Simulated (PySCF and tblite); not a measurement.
Values are calculated unless marked as measured or tabulated.
## Rearrangement: stationary points, barriers and rates

System: C5H10SiSn, numbered as in [SiH3:1][C:2]1=[CH:3][C@@H:4]([SnH3:5])[CH:6]=[CH:7]1.

Motion: shift of H on C4 from C4 to C6. The path came from a restrained scan, a climbing-image band and a saddle search at GFN2-xTB; energies are B3LYP/pcSseg-1 (def2-TZVP on Sn) + D3(BJ)//PBE0-D3(BJ)/def2-SVP, thermal terms GFN2-xTB. Rates follow Eyring's equation with the number of equivalent paths and no tunnelling. Run with tblite and PySCF.

```tsv
point	symmetry	E(GFN2) kcal/mol	E(DFT) kcal/mol	ZPE change kcal/mol	lowest mode cm⁻¹	dipole D
start	C1	0.0	0.0	0.00	49	1.77
saddle	C1	29.4	33.6	-2.23	1127i	1.84
end	Cs	1.1	5.6	0.46	53	1.03
```

* Electronic barrier: 33.6 kcal/mol
* Barrier with zero-point energy: 31.4 kcal/mol
* ΔH‡ (298 K): 31.3 kcal/mol
* ΔS‡ (298 K, symmetry apart): 0.1 cal/(mol K)
* Paths: 1 equivalent path
* End point: a different minimum
* Mean lifetime of the start against this motion at 298 K: 430 years
* Cost: 7.8 min on 1 thread of Arm Neoverse V2 (shared host) (rough), peak memory 1 GiB, launched as `OMP_NUM_THREADS=1 python ens_run.py task.json out`

```csv
T/K,ΔG‡ kcal/mol,k s⁻¹,ΔG kcal/mol,k back s⁻¹
298,31.3,7.4×10⁻¹¹,5.9,3.2×10⁻⁶
350,31.3,2.1×10⁻⁷,5.9,0.002
400,31.3,6.5×10⁻⁵,5.9,0.21
500,31.4,0.2,5.8,138
```

ΔG and ΔG‡ leave out symmetry numbers and mirror images; rates count paths: 1 out, 2 back.

Tunnelling of the moving H, left out here, will speed the real process. Spin–orbit effects of heavy atoms on shieldings are missing.
